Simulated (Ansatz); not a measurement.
A made-up structure of LiGeH₃O, singlet:

```
atom    x (Å)    y (Å)    z (Å)
 Li1   1.0346  -2.2777   1.1940
  O2   0.4357  -0.9582   0.5024
 Ge3  -0.2096   0.4615  -0.2419
  H4  -1.2520   0.1011  -1.3348
  H5   1.5852  -3.3840   2.1946
  H6  -0.9163   1.3721   0.7984
```

It is relaxed with PBE-D4/def2-SVP and then PBE0-D4/def2-TZVP (Ansatz 0.2.0). Atoms count as bonded within 1.22 times the sum of their covalent radii (H–H: 0.88 Å). The end point is not checked to be a true minimum.

(1) Does its bonding change? (A judgement: the text doesn't fix the answer.)

## Answers

(1) The calculation gives: Yes. Formed: Ge3–H5; broken: Li1–H5.

Where it ends: The first stage lowers the energy by 0.53 eV in 7 steps. It ends as LiGeH₃O ([Li][O][GeH3]):
```
atom    x (Å)    y (Å)    z (Å)
 Li1   1.7812  -2.8080  -0.3720
  O2   0.8154  -1.6324   0.1414
 Ge3  -0.2251  -0.3701   0.6993
  H4  -1.4058  -0.1379  -0.2819
  H5  -0.8298  -0.7098   2.0885
  H6   0.5417   0.9730   0.8375
```

Labels in which every atom is bracketed show which atoms are joined, not bond orders.

For scale, one of the runs: PBE0-D4/def2-TZVP relaxation, 111 basis functions, launched by `ansatz run in.yaml --threads 2 --pin off --events-out ev --progress --plain --max-ram 4352MiB`. Hardware: 2 CPU threads of an Intel Xeon Platinum 8259CL, shared host. Wall time about 91 s.
